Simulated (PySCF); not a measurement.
C3H4BrF.
Z-matrix (Å and degrees, PBE0-D3(BJ)/def2-SVP geometry), rows numbered from 1:
```
C 
C   1  1.3285
Br  2  1.8905  1  122.31
C   2  1.4982  1  125.21  3  -179.97
F   4  1.3642  2  110.89  1     0.30
H   1  1.0922  2  118.59  3   179.97
H   1  1.0906  2  122.14  3    -0.05
H   4  1.1046  2  109.71  1  -120.59
H   4  1.1045  2  109.72  1   121.18
```

Lines to be assigned: C 1s: 290.56 (area 1), 292.07 (area 1), 293.73 (area 1) eV; F 1s: 692.97 eV.

Method used: delta-SCF UKS SCAN, pcX-2 on the ionised atom, pcseg-1 elsewhere, spin-free X2C in PySCF 2.14.0. Geometry: PBE0-D3(BJ)/def2-SVP, one conformer, isolated molecule.

**Question.** Which carbon gives which C 1s line?

**Answer.** 290.56 eV: C1 (terminal =CH2 carbon); 292.07 eV: C2 (fully substituted alkene carbon); 293.73 eV: C4 (sp3 C–F carbon). The listed C 1s values span 3.17 eV, from C1 (bonded to C (double bond) and 2 H) to C4 (bonded to F, C and 2 H).

Bonded neighbours of each site: C1: C (double bond) and 2 H; C2: Br, C (double bond) and C; C4: F, C and 2 H; F5: C.

**Question.** What is the longest wavelength that can ionise C 1s of C1 vertically?

**Answer.** λ = hc/E = 12398.42 eV Å / 290.56 eV = 42.671 Å.

No level of bromine is listed.
